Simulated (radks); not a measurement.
Spherical jellium clusters: N electrons in a uniform positive sphere of charge N and radius rs N^(1/3), rs = 3.3 bohr. Method: non-relativistic Kohn-Sham, LDA (Slater exchange, Perdew-Wang correlation), spin-polarised, spherical densities; computed with a radial shooting solver with Libxc functionals. Levels are named by radial order and angular momentum (1s, 1p, 1d, 2s, ...), and open shells are averaged over m.

N = 5, configuration 1s2 1p(up 3, down 0). This is the lowest configuration that the search found. Occupied and some empty levels:

level    occupation  eigenvalue (eV)  <r> (bohr)
1s up             1          -5.5742       3.983
1s down           1          -4.6885       3.984
1p up             3          -3.3674       5.130
1p down           0          -2.5046       5.371
1d up             0          -1.0684       6.674
2s up             0          -1.0164       7.645
2s down           0         -0.67507       8.603
1d down           0         -0.45805       7.633

Energy (eV): total -7.35024, kinetic 12.151, external -137.11, Hartree 65.486, exchange-correlation -20.215, background 72.333.
